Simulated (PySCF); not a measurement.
How methods differ on the excitation energy of Fe+

Fe+ [Ar] 3d6 4s1 (6D) → Fe+ [Ar] 3d5 4s1 4p1 (8P), as a difference of total energies. Computed with PySCF 2.14 in aug-cc-pVDZ-DK, with scalar relativity by spin-free X2C-1e. Correlated levels: valence: [Ar] frozen. The calculations carry no spin-orbit coupling.

```
           method  excitation energy (cm⁻¹)
              UHF                     36727
    MP2 (valence)                     47803
SCS-MP2 (valence)                     49353
   CCSD (valence)                     47387
CCSD(T) (valence)                     47707
```

Errors of the correlated levels include the incompleteness of this basis and the frozen core.

Q: Which method comes closest to the reference value, and which is furthest?

A: The reference is 52255 cm⁻¹ (measured; NIST levels, between the centres of gravity of the two terms). Closest: SCS-MP2 (valence) (error -2902.4 cm⁻¹); furthest: UHF (error -15528 cm⁻¹).
